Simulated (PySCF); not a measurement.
# Frontier orbitals and the lowest excitations

Compound: C2H5N3Si.
Cartesian coordinates in Å at the GFN2-xTB level; atoms count from 1:
```xyz
11
C2H5N3Si angstrom
Si    -2.016   -0.007    0.030
N     -0.254   -0.015   -0.014
N      0.486   -1.064    0.306
C      1.735   -0.662    0.179
C      1.716    0.681   -0.232
N      0.456    1.051   -0.342
H     -2.416    0.803    1.179
H     -2.355   -1.417    0.172
H     -2.435    0.597   -1.231
H      2.563   -1.312    0.371
H      2.525    1.348   -0.444
```

Method used: PySCF, TDDFT CAM-B3LYP/def2-SVPD, vertical, gas phase, core orbitals frozen in the response.

Kohn–Sham orbitals with the atoms that hold most of them (Löwdin shares over 4%, at most four atoms; ? is withheld):

```
orbital  ε (eV)                            atoms
 LUMO+2    1.30    Si1 61%, H9 10%, H7 9%, H8 7%
 LUMO+1    1.06  Si1 48%, H7 13%, H9 12%, H8 11%
   LUMO    0.69                                ?
   HOMO   -9.23                                ?
 HOMO-1   -9.86   N6 33%, N3 32%, C5 13%, C4 11%
 HOMO-2   -9.92     N3 41%, N6 38%, C4 6%, C5 5%
 HOMO-3  -10.72   N6 29%, N3 26%, C5 13%, C4 13%
```

(1) Which atoms hold the LUMO, and with what shares?

(2) Which atoms hold the HOMO, and with what shares?

(3) The HOMO–LUMO gap is 9.92 eV. Where does the response calculation put the lowest singlet, and from which orbitals?

(4) Give energy, strength and leading configuration of S1, S2, S4 and S5, and follow the Löwdin shares of the leading atoms from the occupied to the empty orbital.

Results:

(1) N6 (bonded to C and N) 22%; N3 (bonded to C and N) 22%; N2 (bonded to 2 N and Si) 17%; C5 (bonded to C, N and H) 12%. By element: nitrogen 62%, carbon 12% or more.

(2) N2 (bonded to 2 N and Si) 28%; C4 (bonded to C, N and H) 24%; C5 (bonded to C, N and H) 22%; N3 (bonded to C and N) 6%. By element: carbon 46%, nitrogen 34% or more.

(3) S1 is at 6.20 eV (f = 0.0000), 3.72 eV below the gap, made of HOMO-2→LUMO (92%). Its leading pair isn't HOMO and LUMO; the energies of that pair differ by 10.61 eV. 

(4) 
- S1 (6.20 eV, f 0.0000), HOMO-2→LUMO (92%): N3 41% → 22%, N6 38% → 22%
- S2 (6.61 eV, f 0.237), HOMO→LUMO (91%): N2 28% → 17%, C4 24% → at most 12%, N6 at most 7% → 22%, N3 6% → 22%
- S4 (7.38 eV, f 0.013), HOMO→LUMO+1 (86%): N2 28% → at most 12%, C4 24% → at most 12%, Si1 at most 7% → 48%, H7 at most 7% → 13%
- S5 (7.38 eV, f 0.034), HOMO-1→LUMO (79%): N6 33% → 22%, N3 32% → 22%
